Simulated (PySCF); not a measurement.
Working with the constants of SiTe

RHF-CCSD(T) constants of SiTe, ¹Σ⁺ (singlet), closed shell (Si x2c-SVPall, Te x2c-SVPall; spin-free X2C with a Gaussian nucleus (PySCF 2.14); masses 27.9769 and 129.9062 u):

| Property | Result |
| --- | --- |
| ωe | 479.3 cm⁻¹ |
| ωexe | 1.38 cm⁻¹ |
| Be | 0.13862 cm⁻¹ |
| αe | 0.000518 cm⁻¹ |
| D (centrifugal) | 4.64e-08 cm⁻¹ |
| De to Si + Te | 4.28 eV |

Problem. Estimate the standard entropy (1 bar) and heat capacity of the ideal gas at 298.15 K, rigid rotor with B0 and harmonic oscillator at the fundamental.

Solution. Translation (Sackur–Tetrode, M = 157.88 u): 172.0 J/(mol K). Rotation: q = kT/(σB0) = 1500 with σ = 1, 69.1. Vibration: x = hcν0/kT = 2.30, 3.01. S° = 244.1 J/(mol K); Cp = 7R/2 + 5.45 = 34.5 J/(mol K).

Correlated steps freeze 23 core orbitals. Correlated levels converge slowly with the basis: in double zeta they bind strong bonds too weakly, by up to about 1 eV, and carry superposition errors of some tenths. These are scalar-relativistic numbers at best; spin–orbit coupling would shift them, the dissociation energy most. Where the molecule has an RHF reference, its open-shell atoms are computed with UHF. The CCSD T1 diagnostic is raised, a sign that a single reference may not be enough here.
